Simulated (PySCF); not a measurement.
C3H10Cl2Si4.
Atom-mapped SMILES: `[CH2:1]=[CH:2][Si@H:3]1[Si@@H:4]([Cl:5])[Si@H:6]([CH3:7])[Si@@H:8]1[Cl:9]`

Probes without a nucleus sit at each ring's centroid and 1 Å off its mean plane on both sides; NICS is minus the shielding there, NICSzz its component along the normal. Level: GIAO PBE0/pcSseg-1 (PySCF, non-relativistic, gas phase) on the GFN2-xTB geometry, one conformer.

Ring bond lengths (Å), with Mayer bond orders in brackets: Si3–Si4 2.386 (0.82), Si4–Si6 2.380 (0.84), Si6–Si8 2.384 (0.82), Si8–Si3 2.381 (0.85).

Task: Give the NICS values of each ring in ppm.

Result: 
```json
{"ring": "Si3–Si4–Si6–Si8", "type": "4-membered ring with 4 Si; formal bonds all single", "NICS(0)": "3.1", "NICS(1), two faces": "-0.1 / -0.4", "NICS(1)zz, two faces": "5.2 / 5.3", "rms pucker (Å)": "0.00", "centre to ring atoms, mean (Å)": "1.68"}
```

Task: What do they say, and how far can they be read as aromaticity?

Result: 
- Si3–Si4–Si6–Si8: mean NICS(1)zz 5.2 ppm, deshielded. Si3, Si4, Si6, Si8 have four or more neighbours, so the value isn't read as a sign of a π ring current.

Task: What is the mean of the two in-plane components of NICS at the first NICS(1) probe listed for ring Si3–Si4–Si6–Si8, 1 Å off the ring?

Result: The isotropic value is a third of the trace: (3 × -0.1 − (5.2))/2 = -2.8 ppm.

Conformer computed: `[CH2:1]=[CH:2][Si@H:3]1[Si@@H:4]([Cl:5])[Si@H:6]([CH3:7])[Si@@H:8]1[Cl:9]`: C1–C2–Si3–Si4 130°.
